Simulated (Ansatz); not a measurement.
ClGa (SMILES [Cl][Ga]), singlet, at a GFN2-xTB geometry (such geometries of metal compounds can be far from the true shape). Base run: Ansatz (a program for electronic structure) with HF/pcseg-1.

Here is a job for Ansatz.
Ansatz 0.2 input:
```yaml
crystal:
  periodic: [false, false, false]
  atoms:
    - {symbol: Ga, position_ang: [-0.00000000, -0.00000000, -0.76826451]}
    - {symbol: Cl, position_ang: [0.00000000, 0.00000000, 1.40095293]}
basis:
  gaussian:
    orbitals: pcseg-1.json
hamiltonian:
  xc: hf
```
The basis file holds pcseg-1 in the JSON format of the Basis Set Exchange.

Variants of this job, named by their change:

```tsv
change	basis functions	E (Eh)
base	45	-2382.52771
basis = STO-3G	27	-2355.48102
basis = pcseg-0	35	-2379.78502
basis = 3-21G	36	-2371.22406
basis = cc-pV(D+d)Z	50	-2382.79250
basis = def2-SVP	50	-2382.42514
basis = 6-31G*	54	-2382.52166
basis = aug-pcseg-1	63	-2382.53190
basis = 6-311G**	71	-2382.78378
basis = pc-2	77	-2382.84624
basis = cc-pVTZ	77	-2382.87910
basis = def2-TZVPP	90	-2382.83280
basis = cc-pVQZ	127	-2382.88528
```

Totals compare only among sets that treat the same electrons; sets with core potentials leave the core out.
